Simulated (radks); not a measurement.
Problem. The table gives one normalised radial function P(r) = r R(r) of Al3+ in [Ne] (r in bohr). Calculated with a radial shooting solver on a logarithmic mesh with Libxc functionals: scalar-relativistic Kohn-Sham, r2SCAN, spin-polarised, spherical densities, finite nucleus; meta-GGA in the generalised Kohn-Sham scheme; Fermi nuclear charge, rms radius 3.061 fm.

| r | P |
|---|---|
| 0.01056 | 0.0074 |
| 0.01289 | 0.0108 |
| 0.01575 | 0.0158 |
| 0.01939 | 0.0233 |
| 0.02368 | 0.0337 |
| 0.02892 | 0.0486 |
| 0.03533 | 0.0695 |
| 0.04315 | 0.0986 |
| 0.05312 | 0.1403 |
| 0.06489 | 0.1945 |
| 0.07925 | 0.2657 |
| 0.0968 | 0.3565 |
| 0.1192 | 0.4734 |
| 0.1456 | 0.6062 |
| 0.1778 | 0.7551 |
| 0.2172 | 0.9105 |
| 0.2652 | 1.0562 |
| 0.3266 | 1.1759 |
| 0.3989 | 1.2367 |
| 0.4872 | 1.2254 |
| 0.595 | 1.1351 |
| 0.7268 | 0.9740 |
| 0.8948 | 0.7560 |
| 1.093 | 0.5323 |
| 1.335 | 0.3302 |
| 1.63 | 0.1759 |
| 1.991 | 0.0779 |

Which n and l does it have? It may be an empty orbital.

Solution. n = 2, l = 1: the number of nodes gives n - l - 1 = 0, the rise at small r (about r^(l+1)) gives l, and the extent must fit the shell. The curve is that of 2p. 2p: eigenvalue -105.74 eV, 0 radial nodes, <r> = 0.596 bohr, 90 % of the charge inside 1.00 bohr.
